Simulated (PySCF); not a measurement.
`C=[CH][Ga@@H-]([NH3+])[Br]`. Method used: PBE0-D3(BJ)/def2-SVP geometry optimisation, gas phase (PySCF).

```
atom  x, y, z in Å
C1     2.1295   -0.4447    0.3426
C2     1.2935    0.0356   -0.5862
Ga3   -0.3319    1.0398   -0.1338
N4    -1.8216   -0.4849   -0.1956
Br5   -0.5629    1.3223    2.2022
H6     1.9437   -0.2905    1.4127
H7     3.0408   -1.0005    0.0845
H8     1.5539   -0.1413   -1.6402
H9    -0.9924    2.1804   -0.9849
H10   -2.6930   -0.1292    0.1990
H11   -2.0194   -0.8737   -1.1180
H12   -1.5008   -1.2413    0.4104
```

Problem. What is the longest distance between nuclei?

Solution. H7···H10, 5.80 Å; the next longest distance is 5.25 Å.

Problem. How far are the heavy atoms from their best plane (unweighted least squares)?

Solution. 0.523 Å rms; C1 0.51, C2 0.33, Ga3 0.84, N4 0.51, Br5 0.15 Å (magnitudes).

Problem. How far apart are these pairs, which share no bond: C1···N4, C1···H12, H6···H7, H6···H8, H7···H12?

Solution. C1···N4 3.988 Å (3 bonds apart); C1···H12 3.717 Å (4 bonds apart); H6···H7 1.863 Å (2 bonds apart); H6···H8 3.081 Å (3 bonds apart); H7···H12 4.560 Å (5 bonds apart).

Problem. Where is the centre of mass (commonest isotopes), and what is the radius of gyration?

Solution. Mass 192.902 u; centre at (-0.272, 0.844, 0.815) Å; Rg = √(Σ m r²/M) = 1.654 Å. As Ia + Ib + Ic = 2 Σ m r², the three principal moments sum to 1055.2 u·Å².

Problem. What is the repulsion energy of the bare nuclei, Σ ZA·ZB/RAB?

Solution. 625.95 Eh over 66 pairs, with full nuclear charges and distances in bohr; the largest single term is 242.84 Eh (Ga3 with Br5).

Problem. What are the angles C1–C2–H8, C2–Ga3–N4, H10–N4–H11, Ga3–N4–H11?

Solution. From the scalar product of the two bond vectors; for C1–C2–H8 it is -0.6763 Å² over 1.3388 × 1.1000 Å², cos θ = -0.4592. C1–C2–H8 117.3°; C2–Ga3–N4 101.9°; H10–N4–H11 108.5°; Ga3–N4–H11 115.7°.

Whether it is a minimum is left open (no frequencies). The numbers are those of one conformer.

On one thread, Arm Neoverse V1 (aarch64), no GPU, shared host with 32 logical CPUs at a one-minute load of 29, this took 88 s wall and 0.53 GiB of memory at its peak. That covers the optimisation of the geometry.
